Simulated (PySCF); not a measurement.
# Electronic absorption of C7H13Al

C7H13Al.
SMILES: `C=C(C)[C@H]1CC[CH2][AlH]1`

Method: PySCF, TDDFT B3LYP/def2-SVPD, vertical, gas phase, core orbitals frozen in the response. Geometry: PBE0-D3(BJ)/def2-SVP, one conformer, isolated molecule.

```json
{"state": "S1", "E (eV)": "3.79", "ν̃ (cm⁻¹)": "30600", "f": "0.018", "|μ| (D)": "1.12", "main configurations (H = HOMO, L = LUMO)": "H→L (97%)"}
{"state": "S2", "E (eV)": "4.99", "ν̃ (cm⁻¹)": "40280", "f": "0.0009", "|μ| (D)": "0.22", "main configurations (H = HOMO, L = LUMO)": "H-1→L (92%)"}
{"state": "S3", "E (eV)": "5.13", "ν̃ (cm⁻¹)": "41360", "f": "0.039", "|μ| (D)": "1.41", "main configurations (H = HOMO, L = LUMO)": "H→L+1 (89%)"}
{"state": "S4", "E (eV)": "5.64", "ν̃ (cm⁻¹)": "45490", "f": "0.0084", "|μ| (D)": "0.63", "main configurations (H = HOMO, L = LUMO)": "H→L+3 (55%), H→L+2 (41%)"}
{"state": "S5", "E (eV)": "5.72", "ν̃ (cm⁻¹)": "46150", "f": "0.0010", "|μ| (D)": "0.21", "main configurations (H = HOMO, L = LUMO)": "H-2→L (84%), H→L+3 (10%)"}
{"state": "S6", "E (eV)": "5.93", "ν̃ (cm⁻¹)": "47850", "f": "0.200", "|μ| (D)": "2.99", "main configurations (H = HOMO, L = LUMO)": "H→L+2 (45%), H→L+3 (25%), H→L+4 (13%)"}
{"state": "S7", "E (eV)": "6.13", "ν̃ (cm⁻¹)": "49420", "f": "0.055", "|μ| (D)": "1.54", "main configurations (H = HOMO, L = LUMO)": "H→L+4 (72%)"}
{"state": "S8", "E (eV)": "6.25", "ν̃ (cm⁻¹)": "50370", "f": "0.014", "|μ| (D)": "0.78", "main configurations (H = HOMO, L = LUMO)": "H→L+5 (84%), H→L+6 (10%)"}
{"state": "S9", "E (eV)": "6.32", "ν̃ (cm⁻¹)": "50990", "f": "0.0078", "|μ| (D)": "0.57", "main configurations (H = HOMO, L = LUMO)": "H→L+6 (80%), H→L+4 (9%)"}
{"state": "S10", "E (eV)": "6.53", "ν̃ (cm⁻¹)": "52670", "f": "0.030", "|μ| (D)": "1.10", "main configurations (H = HOMO, L = LUMO)": "H-1→L+1 (92%)"}
```

Triplets, Tamm–Dancoff:

| state | E (eV) | λ (nm) | main configurations (H = HOMO, L = LUMO) |
| --- | --- | --- | --- |
| T1 | 3.51 | 353.2 | H→L (94%) |
| T2 | 4.16 | 298.1 | H→L+1 (34%), H→L+2 (30%), H→L+3 (17%) |
| T3 | 4.70 | 263.8 | H-1→L (94%) |
| T4 | 5.09 | 243.6 | H→L+1 (56%), H→L+3 (19%), H→L+4 (9%) |

The lowest singlet lies at 3.79 eV (327 nm, ultraviolet) and is weak; its leading configuration is HOMO→LUMO (97%). The most intense listed level is S6 at 5.93 eV (209 nm, f = 0.200), 2.14 eV above S1. Löwdin shares by element: HOMO carbon 66% or more, aluminium 9% (atoms not listed hold the other 24%); LUMO aluminium 56%, carbon 17% or more, hydrogen 12% or more (atoms not listed hold the other 15%). Weighted by f, the mean energy of these states is 5.83 eV. The oscillator strengths of these states sum to 0.375; summed over the whole spectrum of an exact calculation they would give the number of electrons, 68 (Thomas–Reiche–Kuhn). Of the 10 states listed, 6 reach f = 0.01 and none stays under 0.0005. No computed singlet lies in the visible range (380 to 750 nm); the lowest, at 327 nm, stands 0.53 eV above its violet end (3.26 eV). The vertical ionisation energy (ΔSCF) is 7.86 eV, 1.33 eV above S10. Singlets were solved by full linear response, triplets in the Tamm–Dancoff approximation.
